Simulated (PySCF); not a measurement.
Excitation energy of O²⁺ by level of theory

O²⁺ [He] 2s2 2p2 (3P) → O²⁺ [He] 2s1 2p2 3d1 (high-spin determinant), as a difference of total energies. Computed with PySCF 2.14 in dyall-acv3z (15s9p4d2f, 76 functions), with scalar relativity by spin-free X2C-1e. Correlated levels: valence and next inner shell: nothing frozen; virtual orbitals above 40 to 60 times the deepest correlated orbital energy dropped. The calculations carry no spin-orbit coupling.

| method | excitation energy (cm⁻¹) |
| --- | --- |
| UHF | 387070 |
| MP2 (valence and next inner shell) | 400250 |
| SCS-MP2 (valence and next inner shell) | 404120 |
| CCSD (valence and next inner shell) | 402480 |
| CCSD(T) (valence and next inner shell) | 402180 |

A first-order spin-orbit estimate (lowest level to lowest level, LS coupling) adds 0.006 eV.

The promoted electron is Rydberg-like, and one or two diffuse shells describe it only roughly, which tends to raise the upper state.

The coupled-cluster amplitudes are large for the upper state (T1 above 0.03 or a double amplitude above 0.15), so a single reference is strained.

The determinant of the upper state mixes LS terms, which raises its energy above the lowest term, most at the Hartree-Fock and MP2 levels.
